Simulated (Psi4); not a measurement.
HS$_{2}$, doublet, geometry from GFN2-xTB. Base run: HF/6-31G** in Psi4 1.11.

Psi4 was given this input:
```
memory 2 GB

molecule mol {
0 2
S     0.910678   -0.451848   -0.020820
S    -0.805737    0.486376    0.019108
H    -1.679054   -0.552451    0.027386
}

set {
  basis 6-31g**
  reference uhf
  stability_analysis check
  scf_type pk
}

energy('scf')
print_variables()
```

The bond that is stretched is that between atoms 3 and 2. A test that says stable can miss a lower solution.

Variants of this job, named by their change:

```csv
change,ΔE vs base (kcal/mol),<S^2>
base,0.000,0.761
stability_analysis = follow; reference = uhf,0.000,0.761
bond × 1.25,24.91,0.768
stability_analysis = follow; reference = uhf; bond × 1.25,24.91,0.768
bond × 1.5,59.20,0.762
stability_analysis = follow; reference = uhf; bond × 1.5,45.80,1.404
bond × 1.8,93.2,0.763
stability_analysis = follow; reference = uhf; bond × 1.8,49.78,1.677
bond × 2.2,125.6,0.767
stability_analysis = follow; reference = uhf; bond × 2.2,56.05,1.749
bond × 3.0,49.46,1.780
stability_analysis = follow; reference = uhf; bond × 3.0,49.42,1.778
```

Psi4 reported an instability in these rows: bond × 1.5; stability_analysis = follow; reference = uhf; bond × 1.5; bond × 1.8; stability_analysis = follow; reference = uhf; bond × 1.8; bond × 2.2; stability_analysis = follow; reference = uhf; bond × 2.2; bond × 3.0; stability_analysis = follow; reference = uhf; bond × 3.0 (restricted rows aren't judged here).

On stretching, the SCF can end on different states; <S^2> shows the spin contamination of each.
